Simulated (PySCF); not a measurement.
# Unknown: peak-picked proton spectrum

Formula C7H10. The spectrum was simulated from the full spin Hamiltonian at 400 MHz with 1.2 Hz Lorentzian lines, from shifts rounded to 0.01 ppm and J to 0.1 Hz, couplings under 1 Hz left out.

Maxima in ppm (height), grouped by integral:
1H: 5.460 (21)
1H: 5.407 (2), 5.403 (3), 5.385 (7), 5.381 (8), 5.360 (8), 5.355 (7), 5.338 (3), 5.333 (2)
1H: 5.141 (22), 5.139 (22)
4H: 2.490 (2), 2.460 (100), 2.429 (2)
3H: 1.871 (39), 1.849 (39)

$^{13}$C{$^{1}$H} NMR (computed): δ 160.4 (C), 148.9 (C), 132.3 (CH), 116.1 (CH2), 28.4 (CH2), 27.7 (CH2), 16.3 (CH3).

Method: GIAO CAM-B3LYP/pcSseg-1 shieldings, J: B3LYP/pcJ-1 (without the spin–dipole term), geometry from PBE0-D3(BJ)/def2-SVP, in PySCF 2.14.0 with density-fitted response routines (one computed conformer, averaged over atoms made equivalent by symmetry, fast rotation or ring inversion, in vacuum, relativity neglected).

References, each an isolated molecule treated in the same way: TMS for $^{1}$H, $^{13}$C.

Question: Analyse the multiplets.

Answer: $^{1}$H NMR (400 MHz, computed): δ 5.46 (m, 1H), 5.37 (m, 1H), 5.14 (m, 1H), 2.46 (m, 2H), 2.46 (m, 2H), 1.86 (m, 3H). These are first-order names from the parameters used; overlap and second-order distortion can hide them in the list.

Question: What is the compound?

Answer: SMILES C1(=C)CC/C1=C/C.

Numbering as in the mapped SMILES `[CH2:1]=[C:2]1[CH2:3][CH2:4]/[C:5]1=[CH:6]/[CH3:7]`. Each H is labelled by its parent atom. Ha(C1) is cis to C3; Hb(C1) is trans to C3.

1. δ 5.46: Hb(C1), hydrogen on a terminal =CH2 carbon, coupled to H(C3) (3.9 Hz), H(C6) and H(C7) and H(C4) (1.2 Hz).
2. δ 5.37: H(C6), hydrogen on an alkene CH, coupled to H(C7) (8.8 Hz), H(C4) (3.3 Hz), Ha(C1) and Hb(C1) (1.7 Hz).
3. δ 5.14: Ha(C1), hydrogen on a terminal =CH2 carbon, coupled to H(C3) (3.3 Hz), H(C6) (2.0 Hz), H(C7) and H(C4) (1.1 Hz).
4. δ 2.46: H(C3), hydrogen on an allylic sp3 CH2, coupled to H(C4) (11.6 Hz), H(C4) (6.7 Hz), Hb(C1) and Ha(C1) (3.6 Hz), H(C7) (1.0 Hz).
5. δ 2.46: H(C4), hydrogen on an allylic sp3 CH2, coupled to H(C3) (11.6 Hz), H(C3) (6.7 Hz), H(C7) and H(C6) (3.4 Hz), Hb(C1) and Ha(C1) (1.0 Hz).
6. δ 1.86: H(C7), hydrogen on an allylic methyl carbon, coupled to H(C6) (8.8 Hz), H(C4) (3.4 Hz), Ha(C1) and Hb(C1) and H(C3) (1.1 Hz).

This is the structure that produced the data.

Multiplet labels drop couplings under 1 Hz and merge nearly equal ones. Couplings among chemically equivalent protons are left out too, so labels in AA′BB′ or AA′XX′ sets are apparent multiplicities. Unscaled 3J(H,H) at this level run about 10 % above measured values. Shifts are as computed, not scaled to solution data. Of 1211 compounds with measured shifts, 218 miss one by over three times the rms of a fit or turn the order of signals round; such compounds aren't used in these exercises.
